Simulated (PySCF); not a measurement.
Isomers of C4H9NOSi and their computed core-level spectra.

Theory: PySCF 2.14.0, delta-SCF UKS SCAN, pcX-2 on the ionised atom, pcseg-1 elsewhere, spin-free X2C. Geometries: PBE0-D3(BJ)/def2-SVP; isolated species, one conformer each.

Line lists (1s up to Mg, 2p3/2 beyond; areas count atoms within a level, one atom standing for each set equivalent by bonding):
1. C 1s: 290.39 (area 1), 290.98 (area 1), 291.44 (area 1), 292.24 (area 1) eV; N 1s: 404.73 eV; O 1s: 537.81 eV; Si 2p3/2: 107.06 eV
2. C 1s: 290.41 (area 1), 291.10 (area 1), 291.95 (area 1), 293.43 (area 1) eV; N 1s: 405.03 eV; O 1s: 536.87 eV; Si 2p3/2: 106.97 eV
3. C 1s: 290.30 (area 1), 290.75 (area 1), 291.52 (area 1), 292.74 (area 1) eV; N 1s: 404.82 eV; O 1s: 537.73 eV; Si 2p3/2: 107.14 eV

Structures:
A. `C1C[SiH2]O[C@H]1N=C`
B. `O=CN1CCC[SiH2]1`
C. `C(=N/[H])/[Si@H]1OCCC1`

Which list belongs to which compound?

- 1 = C: another candidate has the same counts of sites, so positions decide. C 1s: 290.39 sp3 carbon bound to silicon, 290.98 ring CH2 carbon, 291.44 C=N carbon, 292.24 sp3 carbon bound to oxygen; N 1s: 404.73 C=N nitrogen; O 1s: 537.81 silyl ether oxygen; Si 2p3/2: 107.06 oxygen-bound silicon.
- 2 = B: another candidate has the same counts of sites, so positions decide. C 1s: 290.41 sp3 carbon bound to silicon, 291.10 ring CH2 carbon, 291.95 sp3 carbon bound to nitrogen, 293.43 amide carbonyl carbon; N 1s: 405.03 amide nitrogen; O 1s: 536.87 amide oxygen; Si 2p3/2: 106.97 SiH2 silicon.
- 3 = A: another candidate has the same counts of sites, so positions decide. C 1s: 290.30 sp3 carbon bound to silicon, 290.75 ring CH2 carbon, 291.52 imine carbon, 292.74 sp3 carbon bound to oxygen; N 1s: 404.82 imine nitrogen; O 1s: 537.73 silyl ether oxygen; Si 2p3/2: 107.14 oxygen-bound silicon.

The 2p values aren't plain energy differences: one relaxed spin-free 2p hole is combined with a matrix within the shell (ground-state 2p orbital-energy differences and spin–orbit coupling). 2p3/2, the mean of its two sublevels, lies a third of the splitting below the shell's mean and 2p1/2 two thirds above it; the statistical areas are 2:1. 1 of these hole states is spin-contaminated (⟨S²⟩ 0.86, against 0.75; counted from 0.85) and less certain.
